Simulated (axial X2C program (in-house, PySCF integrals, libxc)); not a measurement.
Which functional? An output for GaIn

An SCF output computed with an in-house all-electron X2C program for linear molecules (integrals from PySCF) for GaIn at 2.623 Å, two-component, state Ω = 1, In dyall-cv3z [11s12p9d4f1g], Ga dyall-cv3z [9s9p7d4f1g] (cores contracted in-house), without its first line:

```
basis functions 237  fitting functions 1275  grid points 5802
iter        total energy     max residual
   1      -7817.446885620     2.21e-01
   2      -7817.485558268     9.60e-03
   3      -7817.486928441     1.23e-02
   4      -7817.487585022     1.67e-03
   5      -7817.487821613     1.79e-03
   6      -7817.488018653     1.89e-03
   7      -7817.488214843     1.96e-03
   8      -7817.488457390     2.03e-03
   9      -7817.488433537     2.02e-03
  10      -7817.487255033     1.48e-03
  11      -7817.486924934     1.21e-03
  12      -7817.486742452     9.81e-04
  13      -7817.486384646     5.13e-04
  14      -7817.486385023     3.47e-04
  15      -7817.486389816     2.51e-04
  16      -7817.486397654     1.77e-04
  17      -7817.486399695     1.90e-04
  18      -7817.486401388     1.61e-04
  19      -7817.486403471     1.54e-04
  20      -7817.486406818     1.13e-04
  21      -7817.486410471     8.42e-05
  22      -7817.486413301     4.89e-05
  23      -7817.486414514     2.62e-05
  24      -7817.486414700     2.45e-05
  25      -7817.486414717     1.87e-05
  26      -7817.486414630     9.07e-06
  27      -7817.486414601     5.95e-06
  28      -7817.486414597     1.99e-06
  29      -7817.486414597     1.03e-06
converged
one-electron -11406.02061830  Coulomb 3519.10120142  exact exchange -233.09723945  xc functional 0.00000000  nuclear repulsion 306.45069897  atomic mean-field constant -3.92045723
```

Question: Which level of theory produced it?
A. PBE0
B. HF
C. TPSSh

Answer: B. The exact-exchange term against the functional term shows a share of 1 of exact exchange.
